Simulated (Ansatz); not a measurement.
Computed with Ansatz on PBE0-D4/def2-TZVP structures; ΔE is electronic, products minus reactants. CBS: MP2 limit from def2 TZ/QZ plus the TZ coupled-cluster correction, frozen cores. This one scheme is used for every species. DFT in def2-TZVPP. B3LYP here is the variant with VWN-RPA as its local correlation; programs differ in this. One conformer a species, not always the lowest.

`C=C[SiH2]NC` + `N=O` → `CN=O` + `C=C[SiH2]N`  (substitution at a C–N bond)

CCSD(T)/CBS gives -57.8 kJ/mol.

Task: Another level gave -64.7 kJ/mol. Which?
A. RPA@PBE/def2-TZVPP
B. ωB97X-V/def2-TZVPP
C. B3LYP/def2-TZVPP
D. LDA (SPW92)/def2-TZVPP

Result: C. B3LYP -64.7, ωB97X-V -58.8, RPA@PBE/def2-TZVPP -42.7, LDA (SPW92) -70.0 kJ/mol.

Largest T1 diagnostic among the species: 0.015.

From BLYP to BHLYP (50 % exact exchange), in def2-TZVPP and without D4, ΔE moves by +3.8 kJ/mol. Leaving LDA and LC-ωPBE aside and taking each functional with its dispersion term where it has one, the values, not all of them listed here, spread over 10.1 kJ/mol, from r2SCAN-D4 to revPBE-D4. LDA lies −4.1 kJ/mol from PBE without D4. The D4 term adds +5.0 kJ/mol with B3LYP and +2.9 kJ/mol with PBE0; it sums over pairs of atoms, weighted by their polarisabilities, and B3LYP, whose exchange is more repulsive, gets the larger term.

CCSD(T)/CBS has its own doubt, a few kJ/mol and more with outer-core shells, so smaller differences from it don't rank the levels.
